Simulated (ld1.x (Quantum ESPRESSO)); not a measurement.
# Pseudopotential generation for aluminium: ultrasoft, PBE, fully relativistic.

```
Element                 : aluminium (Al)
Generator               : ld1.x (Quantum ESPRESSO) 7.5
Type                    : ultrasoft
Functional              : PBE
Relativity              : fully relativistic
Frozen core             : [Ne]
Valence charge          : 3
Reference configuration : 3s2 3p0.75 (charge +0.25)
Partial waves           : 3s (bound): rcut 1.95, rcutus 2.30 bohr; 3s channel at 2.45 Ry: rcut 1.95, rcutus 2.30 bohr; 3p (bound): rcut 2.60, rcutus 2.75 bohr; 3p channel at 0.05 Ry: rcut 2.60, rcutus 2.75 bohr
Local potential         : all-electron potential smoothed inside 2.60 bohr (lloc = -1)
Core correction         : Bessel-smoothed model core, default radius (core density twice the valence density)
Augmentation charge     : PSQ, inside the norm-conserving radii
```

Open shells are filled in proportion to 2j + 1 (rel_dist='average').

All-electron outer shells of the reference configuration (PBE, scalar-relativistic, ld1.x):

```
shell  level (eV)  outermost node (bohr)  outermost maximum (bohr)
   2p      -71.47                      –                      0.43
   3s       -9.37                   0.80                      2.06
   3p       -4.15                   0.82                      2.58
```

**Question.** Estimate the cutoffs (Ry, on a coarse ladder) from which the occupation-weighted sum of valence levels, in a spherical-Bessel basis at the reference potential, stays within 10 and 1 mRy of its value at 400 Ry.

**Answer.** 6 Ry and 8 Ry.

**Question.** What does a ghost test show?

**Answer.** No extra level below or beside the all-electron valence levels (s, p1/2, p3/2, d, f tested).

**Question.** Is the overlap operator S = 1 + Σ q|β⟩⟨β| positive definite (Bessel basis up to 400 Ry)?

**Answer.** Yes: its lowest eigenvalue is 0.66 (s channel).

Its largest configuration-test error is -2.7 meV (3s2 3p0). Test run stopped at test 3 of 7 (negative rho).
